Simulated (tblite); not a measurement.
Species: C3H12GeNSi (doublet state).
Atom-mapped SMILES: `[CH3:1][Si:2]([CH3:3])([CH3:4])[N:5][GeH3:6]` (hydrogens: H7, H8, H9 on C1; H10, H11, H12 on C3; H13, H14, H15 on C4; H16, H17, H18 on Ge6)

Computed with GFN2-xTB (tblite), gas phase: L-BFGS steps from a force-field or distance-geometry start until the largest atomic force falls under 0.01 eV/Å.

The end geometry, which sets the zero of energy:
```
atom  x, y, z in Å
C1     -0.3920   -1.2954    1.5335
Si2    -0.4107   -0.0163    0.1035
C3     -1.4966   -0.7200   -1.3123
C4     -1.2220    1.5998    0.7392
N5      1.1417    0.2989   -0.4525
Ge6     2.8415    0.3775   -0.8783
H7     -1.3900   -1.4369    1.9346
H8      0.2549   -0.9603    2.3361
H9     -0.0238   -2.2526    1.1820
H10    -1.0665   -1.6343   -1.7049
H11    -2.4979   -0.9382   -0.9566
H12    -1.5682   -0.0058   -2.1241
H13    -1.2896    2.3303   -0.0587
H14    -2.2221    1.4081    1.1134
H15    -0.6333    2.0316    1.5403
H16     2.9809    1.2208   -2.1112
H17     3.3734   -1.0028   -1.1460
H18     3.6115    1.0021    0.2503
```

Problem. These geometries come from the run, each turned onto the end geometry. Order them by energy, lowest first.
A.
```
atom  x, y, z in Å
C1     -0.0338   -1.1927    1.2845
Si2    -0.4880    0.0011   -0.1442
C3     -1.8604   -0.7530   -1.2388
C4     -1.1230    1.6726    0.5617
N5      0.9823    0.2944   -0.9304
Ge6     2.7171    0.2634   -0.5559
H7     -0.8776   -1.7655    1.6477
H8      0.3952   -0.6259    2.1034
H9      0.7255   -1.8832    0.9342
H10    -1.4446   -1.4034   -1.9987
H11    -2.5396   -1.3568   -0.6444
H12    -2.4446    0.0176   -1.7326
H13    -1.3080    2.3686   -0.2512
H14    -2.0391    1.5399    1.1302
H15    -0.3663    2.1008    1.2123
H16     3.4041    1.1997   -1.4971
H17     3.2671   -1.1214   -0.7619
H18     3.0248    0.6501    0.8695
```
B.
```
atom  x, y, z in Å
C1     -0.3752   -1.2700    1.5173
Si2    -0.4181   -0.0229    0.0581
C3     -1.5554   -0.7187   -1.3199
C4     -1.1908    1.6053    0.7159
N5      1.1207    0.2555   -0.5541
Ge6     2.8507    0.3487   -0.8373
H7     -1.3790   -1.4837    1.8696
H8      0.1987   -0.8640    2.3427
H9      0.0861   -2.2033    1.2150
H10    -1.0408   -1.4849   -1.8884
H11    -2.4534   -1.1531   -0.8926
H12    -1.8498    0.0683   -2.0055
H13    -1.3796    2.2961   -0.0976
H14    -2.1299    1.4064    1.2219
H15    -0.5191    2.0861    1.4177
H16     3.0787    1.2149   -2.0402
H17     3.4099   -1.0235   -1.0913
H18     3.5376    0.9492    0.3571
```
C.
```
atom  x, y, z in Å
C1     -0.3422   -1.2857    1.4891
Si2    -0.4141   -0.0279    0.0416
C3     -1.6064   -0.7225   -1.2895
C4     -1.1713    1.6177    0.6764
N5      1.0991    0.3031   -0.6101
Ge6     2.8463    0.3600   -0.7937
H7     -1.3422   -1.5588    1.8118
H8      0.1948   -0.8654    2.3321
H9      0.1751   -2.1894    1.1868
H10    -1.1012   -1.4454   -1.9182
H11    -2.4534   -1.2116   -0.8189
H12    -1.9813    0.0708   -1.9261
H13    -1.3715    2.2820   -0.1563
H14    -2.0995    1.4386    1.2078
H15    -0.4824    2.1197    1.3449
H16     3.1677    1.2252   -1.9751
H17     3.3589   -1.0330   -1.0412
H18     3.5148    0.9291    0.4270
```
D.
```
atom  x, y, z in Å
C1     -0.2677   -1.2914    1.4399
Si2    -0.4168    0.0016    0.0256
C3     -1.6613   -0.7245   -1.2408
C4     -1.1609    1.6596    0.6383
N5      1.0597    0.3151   -0.7195
Ge6     2.8210    0.3349   -0.7608
H7     -1.2467   -1.6528    1.7395
H8      0.2236   -0.8737    2.3116
H9      0.3190   -2.1390    1.0996
H10    -1.1605   -1.4042   -1.9187
H11    -2.4566   -1.2636   -0.7376
H12    -2.1156    0.0584   -1.8342
H13    -1.3636    2.2987   -0.2130
H14    -2.0868    1.4963    1.1780
H15    -0.4636    2.1758    1.2863
H16     3.2578    1.2202   -1.8861
H17     3.3661   -1.0477   -0.9723
H18     3.3442    0.8429    0.5527
```
E.
```
atom  x, y, z in Å
C1      0.0978   -1.1169    1.2574
Si2    -0.4073   -0.0339   -0.2649
C3     -1.8831   -0.7421   -1.2623
C4     -1.0563    1.6084    0.5184
N5      0.9515    0.3636   -1.1946
Ge6     2.6055    0.2553   -0.5162
H7     -0.7155   -1.7137    1.6564
H8      0.4669   -0.4690    2.0492
H9      0.9124   -1.7858    0.9878
H10    -1.6083   -1.3953   -2.0826
H11    -2.4978   -1.3125   -0.5753
H12    -2.4850    0.0636   -1.6671
H13    -1.2490    2.3479   -0.2473
H14    -1.9730    1.3888    1.0490
H15    -0.3270    2.0082    1.2114
H16     3.5488    1.1903   -1.2055
H17     3.0554   -1.1662   -0.6897
H18     2.5551    0.5158    0.9642
```

Solution. B (0.006 eV), C (0.013 eV), D (0.026 eV), A (0.090 eV), E (0.208 eV).

In the order of the answer:

| step | E above end (eV) | largest force (eV/Å) | rms force component (eV/Å) | rms distance from end (Å) | rms bond change (Å) | bond most changed (Å) |
| --- | --- | --- | --- | --- | --- | --- |
| 75 | 0.006 | 0.02 | 0.007 | 0.143 | 0.001 | Si2–C4 +0.002 |
| 58 | 0.013 | 0.07 | 0.019 | 0.207 | 0.001 | N5–Ge6 +0.004 |
| 45 | 0.026 | 0.10 | 0.029 | 0.298 | 0.003 | N5–Ge6 +0.008 |
| 23 | 0.090 | 0.12 | 0.044 | 0.556 | 0.007 | N5–Ge6 +0.021 |
| 10 | 0.208 | 0.20 | 0.061 | 0.711 | 0.011 | N5–Ge6 +0.037 |

What follows is the cost of the whole relaxation. Hardware: one thread, Arm Neoverse V1 (aarch64), no GPU (shared host). Cost: 0.93 s.
